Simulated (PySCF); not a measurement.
Compound: C5H11NOSi.
SMILES with atom numbers: `[CH3:1][C:2](=[O:3])[NH:4][CH:5]1[CH2:6][SiH2:7][CH2:8]1` (hydrogens: H9, H10, H11 on C1; H12 on N4; H13 on C5; H14, H15 on C6; H16, H17 on Si7; H18, H19 on C8)

Torsions of this conformer, `[CH3:1][C:2](=[O:3])[NH:4][CH:5]1[CH2:6][SiH2:7][CH2:8]1`: C1–C2–N4–C5 180°, C2–N4–C5–C6 -120°.

The closed-shell ground state was solved at several levels (PySCF, density fitting, gas phase, non-relativistic). The structure is a single PBE0-D3(BJ)/def2-SVP conformer in the gas phase; no vibrational or solvent corrections.

```json
{"level": "mPW1PW91/pcSseg-1", "basis functions": "198", "total energy (Eh)": "-616.5116", "HOMO (eV)": "-7.21", "LUMO (eV)": "0.34", "gap (eV)": "7.55", "dipole (D)": "3.76"}
{"level": "PBE0/def2-SVPD", "basis functions": "255", "total energy (Eh)": "-615.8203", "HOMO (eV)": "-7.27", "LUMO (eV)": "0.15", "gap (eV)": "7.42", "dipole (D)": "3.77"}
```

Q: Estimate the row for PBE0/pcSseg-1, a basis of 198 functions; the other rows only guide the guess.

A: Total energy -616.0756 Eh, HOMO -7.18 eV, LUMO 0.33 eV, gap 7.51 eV, dipole 3.74 D.

Q: Over all these levels, which gives the widest orbital gap and which the narrowest?

A: mPW1PW91/pcSseg-1 (global hybrid, 25 % exact exchange) has the widest, 7.55 eV, and PBE0/def2-SVPD (global hybrid, 25 % exact exchange) the narrowest, 7.42 eV. Functional and basis both differ between the two, so the spread mixes both effects.

Q: How far do the dipole and the HOMO energy spread over the levels?

A: The dipole runs from 3.74 to 3.77 D (mean 3.76 D) and the HOMO from -7.27 to -7.18 eV.
